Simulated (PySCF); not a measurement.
**Two-component Hartree-Fock for Se⁺ (selenium, charge +1)**

Start: [Ar] 3d10 4s2 4p3; 4p1/2 filled at m_j = -1/2, +1/2; 4p3/2 filled at m_j = +3/2. Calculated with PySCF 2.14 in x2c-SVPall-2c (5s6p3d, 38 functions): generalised Hartree-Fock with the X2C-1e Hamiltonian and a Gaussian nucleus; one run each with spin-orbit coupling (SO) switched off, then screened by Boettger's factors.

```csv
spinor shell,electrons,"ε, spin-free (eV)","ε, screened SO (eV)",weight of nominal j (screened SO),"rms radius, screened SO (bohr)"
1s1/2,2,-12743.4,-12743.2,1.000,0.0508
2s1/2,2,-1705.9,-1705.9,1.000,0.212
2p1/2,2,-1497.2,-1525.9,1.000,0.187
2p3/2,4,-1497.2,-1483.3,1.000,0.190
3s1/2,2,-261.10,-261.08,1.000,0.613
3p1/2,2,-193.30,-197.64,0.996,0.629
3p3/2,4,-193.30,-191.19,0.998,0.639
3d3/2,4,-81.061,-81.660,0.962,0.696
4s1/2,2,-32.514,-32.508,1.000,1.91
4p1/2,2,-21.462,-21.552,0.552,2.29
4p3/2,1,-21.462,-21.277,1.000,2.31
```

Question: Where does 3d5/2 lie, and what is the 3d spin-orbit splitting (screened SO)?

Answer: At -80.638 eV, 1.023 eV above 3d3/2.

```csv
quantity,spin-free,screened SO
E (hartree),-2427.31250,-2427.40877
M_J,3/2,3/2
⟨J²⟩,3.751,3.751
⟨L²⟩,0.000,0.015
⟨S²⟩,3.751,3.734
```

Each row is a mean over spinors that exchange with the open shell spreads, by up to 8.334 eV (4s1/2).

Rows whose weight is well below 1 are mixtures of j = l ± 1/2: exchange outweighs spin-orbit coupling there, and the label is only the starting occupation.

Without spin-orbit coupling the j labels of p, d and f shells carry no meaning; the spin-free column gives the mean over the occupied spinors of each nl shell.
